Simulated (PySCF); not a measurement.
**Electric field gradients and quadrupole coupling constants**

C₇H₁₁PS.
Z-matrix (Å and degrees, PBE0-D3(BJ)/def2-SVP geometry), rows numbered from 1:
```
C 
C   1  1.4993
S   2  1.7217  1  117.62
C   3  1.7003  2   96.75  1   179.87
P   4  1.7079  3  117.39  2     0.06
C   2  1.3760  1  126.84  3   180.00
C   6  1.5143  2  121.85  1    -2.43
C   7  1.5303  6  110.37  2   -92.26
C   7  1.5263  6  112.55  2   142.96
H   1  1.0989  2  111.56  3    -2.11
H   1  1.1018  2  111.11  3   117.95
H   1  1.1010  2  111.19  3  -122.29
H   4  1.0921  3  117.23  2   179.68
H   7  1.1038  6  107.45  2    24.88
H   8  1.1018  7  110.43  6   -62.21
H   8  1.1016  7  111.06  6   177.93
H   8  1.1005  7  111.47  6    57.17
H   9  1.1003  7  111.39  6   -56.15
H   9  1.1010  7  110.68  6  -176.66
H   9  1.1022  7  111.13  6    63.90
```

Field gradients from the PBE0/pcSseg-1 density (PySCF, non-relativistic), principal values in atomic units, ordered |Vxx| ≤ |Vyy| ≤ |Vzz|:

```json
{"atom": "S3", "Vxx": "-0.4817", "Vyy": "-1.2346", "Vzz": "1.7164"}
```

Find the asymmetry η = (Vxx − Vyy)/Vzz and the couplings χ = eQV/h (234.96 MHz × Q in barn × V in au), with Q(33S) = −0.0678 b.

| atom | environment | nucleus | η | χzz (MHz) | χxx (MHz) | χyy (MHz) |
| --- | --- | --- | --- | --- | --- | --- |
| S3 | thiophene-type sulfur | 33S | 0.44 | -27.34 | 7.67 | 19.67 |

What is Vzz at S3 in SI units (1 au = 9.71736 × 10²¹ V/m²)?

1.7164 au = 16.678 × 10²¹ V/m².

And the gradient at the other heavy atoms, for which no coupling is worked out here?

| atom | environment | Vzz (au) | η |
| --- | --- | --- | --- |
| C1 | benzylic-type carbon | 0.095 | 0.11 |
| C2 | substituted aromatic carbon | -0.226 | 0.10 |
| C4 | aromatic CH next to a ring sulfur | -0.239 | 0.05 |
| P5 | phosphorus bonded to 2 C | -1.179 | 0.06 |
| C6 | substituted aromatic carbon | 0.213 | 0.20 |
| C7 | benzylic-type carbon | 0.064 | 0.91 |
| C8 | methyl carbon | 0.059 | 0.10 |
| C9 | methyl carbon | 0.055 | 0.15 |

Were the hydrogens deuterons (Q(2H) = 0.00286 b), χzz would run from 188 kHz (H14) to 209 kHz (H13).

One conformer (not necessarily the lowest) at the PBE0-D3(BJ)/def2-SVP geometry, without solvent, vibrations or thermal averaging. A larger basis could move these couplings by a tenth or more.
